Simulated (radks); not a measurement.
The numbers below are computed, except where a source is named.
Q: Spherical quantum dot in the effective-mass picture: electrons in a well V = -V0 / (1 + exp((r - R)/a)) with V0 = 4.15, R = 12.1, a = 1.4, with a point charge +1 (a donor) at the centre, all in effective atomic units (hartree* = m*/eps^2 hartree, bohr* = eps/m* bohr), one dielectric constant everywhere. Level of theory: non-relativistic Kohn-Sham, LDA (Slater exchange, Perdew-Wang correlation), spin-polarised, spherical densities (a radial shooting solver with Libxc functionals). Levels are named by radial order and angular momentum (1s, 1p, 1d, 2s, ...), and open shells are averaged over m. Each electron was tried in the lowest free levels, single moves between levels near the top were tried too, and the lowest total energy was kept; such a search can miss a lower state. The series stops at N = 33: beyond it a trial failed or the search could not be trusted, so later rows were left out. Give the order in which the levels fill up to N = 33, the shell closures and the spin along the way.

A: Shells are first occupied in the order 1s, 1p, 2s, 1d, 1f. Open shells at each N (closed shells left out): 1: 1s(up 1, down 0); 2: none; 3: 1p(up 1, down 0); 4: 1p(up 2, down 0); 5: 1p(up 3, down 0); 6: 1p(up 3, down 0) 2s(up 1, down 0); 7: 1p(up 3, down 1) 2s(up 1, down 0); 8: 1p(up 3, down 2) 2s(up 1, down 0); 9: 2s(up 1, down 0); 10: 1d(up 1, down 0) 2s(up 1, down 0); 11: 1d(up 2, down 0) 2s(up 1, down 0); 12: 1d(up 3, down 0) 2s(up 1, down 0); 13: 1d(up 4, down 0) 2s(up 1, down 0); 14: 1d(up 5, down 0) 2s(up 1, down 0); 15: 1d(up 5, down 1) 2s(up 1, down 0); 16: 1d(up 5, down 2) 2s(up 1, down 0); 17: 1d(up 5, down 3) 2s(up 1, down 0); 18: 1d(up 5, down 4) 2s(up 1, down 0); 19: 2s(up 1, down 0); 20: none; 21: 1f(up 1, down 0); 22: 1f(up 2, down 0); 23: 1f(up 3, down 0); 24: 2s(up 1, down 0) 1f(up 5, down 0); 25: 2s(up 1, down 0) 1f(up 6, down 0); 26: 2s(up 1, down 0) 1f(up 7, down 0); 27: 1f(up 7, down 0); 28: 1f(up 7, down 1); 29: 1f(up 7, down 2); 30: 2s(up 1, down 0) 1f(up 7, down 4); 31: 2s(up 1, down 0) 1f(up 7, down 5); 32: 2s(up 1, down 0) 1f(up 7, down 6); 33: 2s(up 1, down 0). All shells are closed at N = 2, 20 (there: 1s2 1p6 1d10 2s2). Largest 2S: 8, at N = 26.
